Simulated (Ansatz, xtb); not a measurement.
Isomers of Cl2FHNOSi in order of energy

3 gas-phase structures of Cl2FHNOSi, found in a search over its isomers (lower ones may exist). Each was relaxed with GFN2-xTB; where two conformers were screened, the lower at r2SCAN-D4/def2-SVP is listed:

A. `[NH]O[Si](F)(Cl)Cl`, a doublet
B. `O[N][Si](F)(Cl)Cl`, a doublet
C. `[O]N[Si](F)(Cl)Cl`, a doublet

**Question.** Make a reasoned guess at their ranking by r2SCAN-D4/def2-SVP single-point energy.

**Answer.** Calculated order at r2SCAN-D4/def2-SVP: C (0.0), A (22.7), B (61.5) kJ/mol. CCSD(T)/def2-SVP + ΔMP2/def2-TZVPP after further relaxation puts A lowest instead.

Energies above the lowest of each column, in kJ/mol; the last columns are at PBE0-D3(BJ)/def2-SVP geometries (a dash: not run or not comparable):

```
structure  GFN2-xTB  HF/STO-3G  r2SCAN-D4/def2-SVP  PBE0-D3(BJ)/def2-SVP  CCSD(T)/def2-SVP + ΔMP2/def2-TZVPP
        C      10.4        0.0                 0.0                   0.0                                 8.8
        A       0.0       37.0                22.7                  19.9                                 0.0
        B      16.7       65.6                61.5                  61.5                                   –
```

CCSD(T)/def2-SVP + ΔMP2/def2-TZVPP puts A lowest of those it was run on; HF/STO-3G picks C, r2SCAN-D4/def2-SVP picks C, PBE0-D3(BJ)/def2-SVP picks C. CCSD(T)/def2-SVP + ΔMP2/def2-TZVPP orders those it was run on as A (0.0), C (8.8) kJ/mol. Flexible structures stand in one conformer each, not always the lowest. Frequencies (PBE0-D3(BJ)/def2-SVP) were run for A, C alone. Open shells are spin-unrestricted. ΔMP2 is the change of the MP2 energy from the smaller to the larger basis.

Programs: Ansatz 0.2.0, xtb 6.7.1.
